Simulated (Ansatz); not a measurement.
Input file for Ansatz (an electronic-structure program): R-CCSD(T)/def2-TZVPP on GeH3NS (SMILES [NH2][Ge][SH]), a point of a torsion scan. The run froze 20 orbitals, filled d shells among them.

Ansatz 0.2 input:
```yaml
crystal:
  periodic: [false, false, false]
  atoms:
    - {symbol: N, position_ang: [-1.15506840, 0.04218177, 0.15714215]}
    - {symbol: Ge, position_ang: [0.14985002, -0.90397631, 0.97191843]}
    - {symbol: S, position_ang: [1.86461974, 0.48278086, 0.35807456]}
    - {symbol: H, position_ang: [-1.03728256, 0.91050776, -0.34623201]}
    - {symbol: H, position_ang: [-2.13651198, -0.18289312, 0.21951457]}
    - {symbol: H, position_ang: [2.50509799, -0.47928253, -0.29246818]}
basis:
  gaussian:
    orbitals: def2-TZVPP
magnetization: {spin_polarized: false}
correlation: {method: ccsd_t, electrons: outside_noble_gas}
scf: {lower_state_search: off}
```

The log:

```
WARN ansatz: RAYON_NUM_THREADS=1 ignored (pool sized by the plan → 1); use --threads N
Functional definition: HF
these checks for a lower state are left out or cut short: stability, starts, cluster_reference, orbital_swaps, neighbouring_geometries, increment
integrals: 0.44 GiB planned
988 factors; integrals over basis functions are off by at most 1.1e-3 eV
mean field: 0.50 GiB planned
mean field evaluation 1: about -68818.9792 eV, gradient 3.6e1 eV
mean field evaluation 2: about -68819.0881 eV, gradient 3.6e1 eV
mean field evaluation 4: about -68822.1362 eV, gradient 3.3e0 eV
mean field evaluation 8: about -68822.1983 eV, gradient 3.3e-1 eV
mean field evaluation 16: about -68822.1993 eV, gradient 1.1e-6 eV
mean field -68822.19929624 eV, -2529.1691747748 hartree, gradient 1.1e-6 eV, S^2 0.000000; 0 other end points of the search recorded, 0 dependent functions left out
20 core orbitals not correlated
reference -68822.19929624 eV, -2529.1691747748 hartree; 9, 9 occupied and 134, 134 virtual orbitals, 988 factors
second order -13.36958069 eV of doubles, -0.00000000 eV of singles
coupled cluster: 1.12 GiB planned
cycle   1  -13.83056985 eV  change   -4.6e-1 eV  update   9.0e-2
cycle   2  -14.18987704 eV  change   -3.6e-1 eV  update   2.9e-2
cycle   3  -14.27404019 eV  change   -8.4e-2 eV  update   1.7e-2
cycle   4  -14.26439194 eV  change    9.6e-3 eV  update   5.0e-3
cycle   5  -14.26347378 eV  change    9.2e-4 eV  update   2.7e-3
cycle   6  -14.26351521 eV  change   -4.1e-5 eV  update   9.1e-4
cycle   7  -14.26328139 eV  change    2.3e-4 eV  update   3.2e-4
cycle   8  -14.26337502 eV  change   -9.4e-5 eV  update   1.0e-4
cycle   9  -14.26339481 eV  change   -2.0e-5 eV  update   3.7e-5
cycle  10  -14.26337901 eV  change    1.6e-5 eV  update   1.4e-5
perturbative correction -0.64288361 eV, -0.0236255369 hartree
Total energy: -68837.10555886 eV, -2529.7169698222 hartree
Checks for a lower state left out: stability, starts, cluster_reference, orbital_swaps, neighbouring_geometries, increment
```

The calculation finished and met its thresholds.

Cost: around 18 core-seconds (rough).
